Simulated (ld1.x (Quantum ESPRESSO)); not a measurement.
# potassium: excitation energies, all-electron against TM semilocal

ld1.x (Quantum ESPRESSO) 7.5 input, shortened:

```
&input
   title='K', zed=19., rel=1, dft='PBE', iswitch=3,
   config='[Ar] 3d0 4s0 4p0'
 /
 &inputp
   pseudotype=1, tm=.true., lloc=0,
   nlcc=.true., new_core_ps=.true., rcore=2.05
 /
3
3P  2  1   6.00   0.00  2.20  2.20  0.0
3D  3  2   0.00   0.00  4.20  4.20  0.0
3S  1  0   2.00   0.00  2.05  2.05  0.0
 &test
   configts(1)='3s2 3p6 3d0 4s0 4p0'
 /
```

Energies are relative to the spin-unpolarised reference configuration 3s2 3p6 3d0 4s0 4p0; without spin polarisation the order of configurations can differ from experiment.

Give the all-electron excitation energy and the error of the potential for: 3s2 3p6 3d0 4s1 4p0; 3s2 3p6 3d0 4s0.5 4p0; 3s2 3p6 3d0 4s0 4p1; 3s2 3p5 3d0 4s1 4p0; 3s2 3p6 3d0.5 4s0.5 4p0; 3s2 3p6 3d1 4s0 4p0; 3s1 3p6 3d0 4s1 4p0.

```tsv
valence configuration	charge	ΔE all-electron (eV)	error AE − PS (meV)
3s2 3p6 3d0 4s1 4p0	0	-4.314	+200
3s2 3p6 3d0 4s0.5 4p0	+0.5	-2.673	+138
3s2 3p6 3d0 4s0 4p1	0	-2.761	+1.5
3s2 3p5 3d0 4s1 4p0	+1	20.616	+679
3s2 3p6 3d0.5 4s0.5 4p0	0	-3.096	+117
3s2 3p6 3d1 4s0 4p0	0	-1.858	-4.1
3s1 3p6 3d0 4s1 4p0	+1	37.680	+628
```

Levels in the configuration 3s2 3p6 3d0 4s1 4p0:

```csv
level,all-electron (eV),pseudo (eV)
3s,-35.343,-34.999
3p,-18.813,-18.489
4s,-2.319,-2.388
```
